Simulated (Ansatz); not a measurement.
As3S3. Total charge 0; doublet. Geometry PBE0-D4/def2-SVP; atoms count from 1.

Cartesian coordinates in Å:
```
As -0.4398 -1.1775 -1.1873
As -0.5381 1.2660 -1.0477
As -0.5990 -0.1500 2.1981
S 1.2109 0.1606 -1.9579
S 0.1141 1.6517 1.0947
S 0.2520 -1.7508 0.9000
```

Another isomer (doublet) lies 0.30 eV lower at PBE0-D4/def2-TZVP; other spin states weren't run for this one.

Question: Estimate the Mulliken populations from the PBE0/def2-TZVP orbitals of Ansatz.

Answer: 
```json
{"atom": "As1", "charge (e)": "0.27", "spin (α − β)": "0.04"}
{"atom": "As2", "charge (e)": "0.27", "spin (α − β)": "0.04"}
{"atom": "As3", "charge (e)": "0.25", "spin (α − β)": "0.84"}
{"atom": "S4", "charge (e)": "-0.25", "spin (α − β)": "0.01"}
{"atom": "S5", "charge (e)": "-0.27", "spin (α − β)": "0.04"}
{"atom": "S6", "charge (e)": "-0.27", "spin (α − β)": "0.04"}
```
Mulliken values depend strongly on the basis.

Question: Where does the spin sit?

Answer: Summed by element: As 0.92, S 0.08, of 1 unpaired in all. Largest on single atoms: As3 0.84, As1 0.04, As2 0.04.

Question: And the Mayer bond orders between heavy atoms (over 0.3)?

Answer: As1–As2 0.94 (2.45 Å); As1–S4 1.07 (2.26 Å); As1–S6 1.02 (2.27 Å); As2–S4 1.07 (2.26 Å); As2–S5 1.02 (2.27 Å); As3–S5 1.13 (2.23 Å); As3–S6 1.13 (2.23 Å).
